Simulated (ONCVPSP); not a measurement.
**What one change does to a pseudopotential (rhodium (Rh), ONCV)**

ONCVPSP 4.0.1 input, shortened (lines: element, Z, core and valence counts, functional; n l f; lmax; l rc ep ncon nbas qcut; lloc lpopt rc5 dvloc0; l nproj debl; icmod fcfact rcfact), PBEsol, scalar-relativistic:

```
  Rh 45.00    6    3  -116133      upf
    1    0    2.00
    2    0    2.00
    2    1    6.00
    3    0    2.00
    3    1    6.00
    3    2   10.00
    4    0    2.00
    4    1    6.00
    4    2    6.00
    2
    0    1.10    0.00    4    9    5.60
    1    1.55    0.00    3    7    8.90
    2    1.20    0.00    4    8    7.50
    4    4    0.75    0.00
    0    2    1.30
    1    2    2.00
    2    2    3.20
    3    2.25    1.45
```

In the s channel the program set the typed energies aside and used -4.353, 0.250 Ha. In the p channel the program set the typed energies aside and used -3.161, 0.250 Ha.

Change: s: qcut 6.2; p: qcut 9.9; d: qcut 8.3.

Cutoffs: the cutoffs (Ha) at which the residual kinetic energy of the hardest occupied pseudo-wave falls to 1 and 0.1 mHa per electron; they do not see the model core or the augmentation charge, which bear on the density cutoff. Errors are all-electron minus pseudo energies relative to the spin-unpolarised reference configuration.

**Question.** Predict the effect on cutoff, ghosts and configuration errors.

**Answer.** The potential gets neither clearly harder nor softer (188 Ha and 218 Ha → 177 Ha and 208 Ha); the s channel sets the loose cutoff, while the largest relative change is in p, which becomes harder; the errors of the 3 common tests hardly move; neither file shows a bound ghost.

| quantity | base | changed |
| --- | --- | --- |
| cutoff, loose | 188 Ha | 177 Ha |
| cutoff, tight | 218 Ha | 208 Ha |
| loose cutoff by channel | s 188 Ha, p 16 Ha, d 29 Ha | s 177 Ha, p 27 Ha, d 29 Ha |
| bound ghosts | none | none |
| GHOST(+) flags under 300 eV | s at 177.1 eV | s at 171.5 eV |
| tests with a reliable result | 3 of 4 | 3 of 4 |
| error for 4s2 4p6 4d8 5s1, meV [ΔE -59.47 eV] | +7.4 | +7.0 |
| error for 4s2 4p6 4d8, meV [ΔE -52.00 eV] | +6.0 | +5.6 |
| error for 4s2 4p6 4d7, meV [ΔE -32.49 eV] | +4.0 | +3.8 |
| s: phases at 1.11 bohr within 0.05 rad from the reference energy up to (Ha; the scan ends near 5) | to the end of the scan | to the end of the scan |
| p: phases at 1.58 bohr within 0.05 rad from the reference energy up to (Ha; the scan ends near 5) | to the end of the scan | to the end of the scan |
| d: phases at 1.22 bohr within 0.05 rad from the reference energy up to (Ha; the scan ends near 5) | to the end of the scan | to the end of the scan |
| rms error of d²Exc/dni dnj with the model core, mHa | 0.45 | 0.39 |
